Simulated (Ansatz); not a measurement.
Reactions of ClFH$_{4}$SSi$_{2}$, SMILES `F[SiH2]S[SiH2]Cl`.

Gas-phase electronic energies from Ansatz, PBE0-D4/def2-TZVP geometries. CCSD(T)/CBS adds triple-zeta CCSD(T) − MP2 to the extrapolated MP2 energy (def2 sets, frozen cores). This one scheme is used for every species. DFT in def2-TZVPP. For Ga outer-core shells are correlated without core-valence functions, which leaves a few kJ/mol of doubt a bond. Scalar relativity is left out up to krypton. One conformer a species, not always the lowest.

```
                                                                             reaction  CCSD/CBS(def2) (kJ/mol)  ωB97M-V (kJ/mol)  r2SCAN-D4 (kJ/mol)  CCSD(T)/CBS(def2) (kJ/mol)
      `F[SiH2]S[SiH2]Cl` + `O[SiH2][SiH2]CF` → `FC[SiH2][SiH2]F` + `O[SiH2]S[SiH2]Cl`                       -8                -9                  -8                          -8
              `F[SiH2]S[SiH2]Cl` + `CO[SiH](O)F` → `CO[SiH](F)O[SiH2]F` + `S[SiH2]Cl`                      -62               -57                 -54                         -58
            `F[SiH2]S[SiH2]Cl` + `N[Si](O)(O)F` → `O[Si](O)(F)N[SiH2]F` + `S[SiH2]Cl`                      -10                -8                  -4                          -7
    `F[SiH2]S[SiH2]Cl` + `C[SiH2]C[SiH2]Cl` → `C[SiH2]C[SiH2]F` + `Cl[SiH2]S[SiH2]Cl`                        3                 2                   3                           2
    `F[SiH2]S[SiH2]Cl` + `C=C[Si](N)(Cl)OC` → `C=C[SiH](F)S[SiH2]Cl` + `CO[SiH](N)Cl`                       -3                -4                  -5                          -3
      `F[SiH2]S[SiH2]Cl` + `F[SiH]([SiH3])S` → `F[SiH]([SiH3])[SiH2]Cl` + `F[SiH2]SS`                      187               187                 185                         186
          `F[SiH2]S[SiH2]Cl` + `O[SiH2][SiH3]` → `F[SiH2]O[SiH2][SiH3]` + `S[SiH2]Cl`                      -65               -60                 -56                         -61
                                `F[SiH2]S[SiH2]Cl` + `SS` → `F[SiH2]SS` + `S[SiH2]Cl`                        8                 6                   6                           7
`F[SiH2]S[SiH2]Cl` + `CO[SiH2]S[SiH](F)F` → `F[SiH2]S[SiH](F)F` + `CO[SiH2]S[SiH2]Cl`                        3                 3                   2                           2
         `F[SiH2]S[SiH2]Cl` + `[NH2][GaH][OH]` → `O[SiH](F)S[SiH2]Cl` + `[NH2][GaH2]`                      -55               -62                 -60                         -54
```

Largest T1 diagnostic: 0.014, for `[NH2][GaH2]`.
